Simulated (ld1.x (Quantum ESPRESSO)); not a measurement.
## Si, ultrasoft: configuration errors across variants

Si, ultrasoft, made with ld1.x (Quantum ESPRESSO) 7.5 (PBE, scalar-relativistic). Core [He], reference 2s2 2p6 3s1 3p3. Waves: 2s (bound): rcut 0.80, rcutus 0.85 bohr; 3s (bound): rcut 0.80, rcutus 0.85 bohr; 2p (bound): rcut 0.85, rcutus 1.10 bohr; 3p (bound): rcut 0.85, rcutus 1.10 bohr. Local part: all-electron potential smoothed inside 0.95 bohr (lloc = -1). Core correction: none. Augmentation charge: built from norm-conserving waves at rcut, not smoothed further.

All-electron excitation energies from the reference (eV): (1) 2s2 2p6 3s2 3p2 -6.814; (2) 2s2 2p6 3s2 3p1 0.926; (3) 2s2 2p6 3s2 3p0 16.919; (4) 2s2 2p6 3s2 3p1.5 -3.893; (5) 2s2 2p5 3s2 3p2 103.232; (6) 2s2 2p6 3s0 3p0 96.044; (7) 2s2 2p6 3s1 3p2 8.356.

6 further variants failed, have other tests or another functional or relativity, and are left out.

The file “base” misses its own reference levels by 7.7 eV. The file “local potential all-electron potential smoothed inside 0.90 bohr (lloc = -2)” misses its own reference levels by 7.6 eV. The file “core correction a·sin(br)/r model core inside 0.38 bohr” misses its own reference levels by 7.7 eV. The file “type TM; waves now 2p (bound): rc 1.10 bohr; 2s (bound): rc 0.85 bohr; local potential the s channel” misses its own reference levels by 0.5 eV.

Errors AE − PS in meV (a dash: test not solved or not reliable):

```tsv
change	(1)	(2)	(3)	(4)	(5)	(6)	(7)	bound ghosts
base	-1042	-658	+573	-935	-10117	+9523	+445	not determined
local potential all-electron potential smoothed inside 0.90 bohr (lloc = -2)	-1078	-705	+508	-976	-9283	+9516	+438	not determined
core correction a·sin(br)/r model core inside 0.38 bohr	-1036	-652	+579	-929	-10107	+9479	+446	not determined
type TM; waves now 2p (bound): rc 1.10 bohr; 2s (bound): rc 0.85 bohr; local potential the s channel	+541	+802	+1225	+653	+1714	+332	+176	none
```

Q: Give the same row for: waves 2s (bound): rcut 0.50, rcutus 0.52 bohr; 3s (bound): rcut 0.50, rcutus 0.52 bohr.

A: +2352, +3442, +5696, +2771, -3141, +5602, +781; bound ghosts: not determined.
